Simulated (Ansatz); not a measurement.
Geometry optimisation, RKS PBE0/def2-SVP in Ansatz.

Input:

```yaml
crystal:
  periodic: [false, false, false]
  atoms:
    - { symbol: Si, position_ang: [-0.6277, 1.0834, -0.8673] }
    - { symbol: S, position_ang: [1.3595, 0.5308, -0.5665] }
    - { symbol: Ge, position_ang: [0.7373, -1.0928, 0.8109] }
    - { symbol: H, position_ang: [-1.362, 0.0164, -1.4532] }
    - { symbol: H, position_ang: [-0.7127, 2.2578, -1.8286] }
    - { symbol: H, position_ang: [-1.2767, 1.545, 0.4009] }
    - { symbol: H, position_ang: [2.0651, -1.8308, 1.327] }
    - { symbol: H, position_ang: [2.64327, 0.34434, -1.0372] }
    - { symbol: H, position_ang: [0.0196, -0.4754, 2.08] }
basis:
  gaussian: { orbitals: def2-SVP }
hamiltonian:
  xc: pbe0
relax:
  f_tol: 0.02
  max_steps: 50
output:
  orbitals: {}
```

Launched with:

```bash
$ ansatz run input.yaml --threads 2 --pin off --max-ram 3072MiB --backend cpu --events-out ev --progress --plain --runs-dir out
```

**Question.** Where does it end, and by what steps?

**Answer.** The forces met the threshold. After 9 steps the energy has fallen by 2.532 eV; H8 moved furthest, 0.87 Å.

| step | energy less start (eV) | largest force component (eV/Å) | accepted |
| --- | --- | --- | --- |
| 0 | 0.0000 | 3.302 | yes |
| 1 | -1.1397 | 2.035 | yes |
| 2 | -1.8960 | 1.668 | yes |
| 3 | -2.2521 | 1.081 | yes |
| 4 | -2.4294 | 0.830 | yes |
| 5 | -2.4828 | 0.381 | yes |
| 6 | -2.5072 | 0.394 | yes |
| 7 | -2.5231 | 0.296 | yes |
| 8 | -2.5312 | 0.104 | yes |
| 9 | -2.5320 | 0.013 | yes |

```xyz
9
Properties=species:S:1:pos:R:3
Si -0.586 1.210 -0.960
S 1.392 0.686 -0.174
Ge 0.621 -1.488 1.004
H -1.104 0.073 -1.765
H -0.453 2.440 -1.790
H -1.401 1.466 0.255
H 2.153 -1.683 1.400
H 1.850 0.183 -1.345
H 0.374 -0.509 2.242
```

Whether the end is a true minimum wasn't checked by a vibrational analysis.

Run time: 45 s on 2 threads of Arm Neoverse N1 (shared host), peak memory 0.23 GiB.
